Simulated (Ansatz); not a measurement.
Computed with Ansatz on PBE0-D4/def2-TZVP structures; ΔE is electronic, products minus reactants. CCSD(T)/CBS adds triple-zeta CCSD(T) − MP2 to the extrapolated MP2 energy (def2 sets, frozen cores). DFT in def2-TZVPP. Elements past krypton have def2 core potentials. For Sn outer-core shells are correlated without core-valence functions, which leaves a few kJ/mol of doubt a bond. One conformer a species, not always the lowest.

`[BH2][SnH2][C]#C` + `FB[Si](Cl)(Cl)Cl` → `[BH2][SnH2][BH]F` + `C#C[Si](Cl)(Cl)Cl`  (redistribution)

`[BH2][SnH2][C]#C`:

```xyz
9

B     0.928    0.475   -1.783
Sn    0.824   -0.122    0.375
C    -1.157   -0.259    1.026
C    -2.312   -0.330    1.370
H     1.990    0.600   -2.313
H    -0.063    0.670   -2.416
H     1.589    1.010    1.400
H     1.531   -1.650    0.661
H    -3.330   -0.393    1.680
```

`FB[Si](Cl)(Cl)Cl`:

Cartesian coordinates in Å:
```
F 1.371 1.081 -1.410
B 0.620 1.066 -0.333
Si -0.366 -0.629 0.195
Cl -0.063 -2.173 -1.099
Cl -2.366 -0.222 0.276
Cl 0.263 -1.195 2.054
H 0.540 2.071 0.317
```

`[BH2][SnH2][BH]F`:

Cartesian coordinates in Å:
```
B 1.902 0.240 0.132
Sn -0.071 -0.810 0.006
B -1.746 0.729 -0.095
F -2.146 1.175 -1.269
H 2.517 0.499 -0.858
H 2.338 0.592 1.186
H -0.342 -1.780 1.391
H -0.157 -1.831 -1.364
H -2.295 1.187 0.871
```

`C#C[Si](Cl)(Cl)Cl`:

```xyz
7

C    -0.055   -1.585    1.266
C    -0.023   -0.644    0.514
Si    0.027    0.762   -0.608
Cl    1.800    1.724   -0.420
Cl   -1.479    2.043   -0.164
Cl   -0.185    0.118   -2.518
H    -0.085   -2.418    1.931
```

CCSD(T)/CBS gives -26.8 kJ/mol.

Another level gave -28.3 kJ/mol. Which?
A. RPA@PBE/def2-TZVPP
B. HF/def2-TZVPP
C. B97M-V/def2-TZVPP
D. CCSD(T)/def2-TZVPP

C. B97M-V -28.3, CCSD(T)/def2-TZVPP -23.5, HF/def2-TZVPP -14.9, RPA@PBE/def2-TZVPP -19.1 kJ/mol.

Largest T1 diagnostic among the species: 0.015.

From BLYP to BHLYP (50 % exact exchange), in def2-TZVPP and without D4, ΔE moves by +3.8 kJ/mol. In def2-TZVPP, CCSD(T) changes the Hartree–Fock value by −8.6 kJ/mol (the triples alone add −1.1 kJ/mol) and MP2 by −14.5 kJ/mol. Leaving LDA and LC-ωPBE aside and taking each functional with its dispersion term where it has one, the values, not all of them listed here, spread over 11.3 kJ/mol, from r2SCAN-D4 to ωB97X-V. LDA lies −7.8 kJ/mol from PBE without D4.
